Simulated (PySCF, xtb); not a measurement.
CI2, SMILES I[C]I (connectivity only; charge and spin as stated), neutral, multiplicity 1.

GFN2-xTB (xtb) at its own geometry gives an orbital gap of 1.28 eV and a dipole moment of 0.91 D.

The structure is a stationary point at B3LYP-D3(BJ)/def2-TZVP. The def2 effective core potentials stand for the cores of I; spin–orbit coupling is left out.

Problem. What does r2SCAN/def2-TZVPD (PySCF) give? (An estimate is asked for; the answer gives what the named calculation found.)

Solution. gap 1.58 eV (levels -6.07 and -4.49 eV), dipole 1.16 D.
